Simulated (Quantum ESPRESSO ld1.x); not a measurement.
Values are calculated unless marked as measured or tabulated.
These are the eigenvalues of the occupied orbitals of an atom or ion with whole-number occupations (Ry). Code: ld1.x of Quantum ESPRESSO 7.5. Model: scalar-relativistic Kohn-Sham, LDA (Slater exchange, VWN5 correlation), spin-polarised, spherical densities, point nucleus.

orbital  eigenvalue
1s up      -5390.93
1s down    -5390.92
2s up      -1161.27
2s down    -1160.82
2p up      -1052.48
2p down    -1052.12
3s up      -447.297
3s down    -446.806
3p up      -415.033
3p down    -414.536
3d up      -384.702

Which element is it, and in what charge state? The configuration may be excited. Open shells, if any, are filled with parallel spins first.

Answer. Z = 74, tungsten, charge +55: W55+ in [Ar] 3d1. The list shows which subshells hold electrons but not how many an open one holds; the 1s level, -2695.5 hartree, gives Z - s = 73.4 by -(Z - s)^2/2, which with screening and relativity narrows Z to a few neighbours, and the depths of the outer levels then fix element, charge and occupations together.
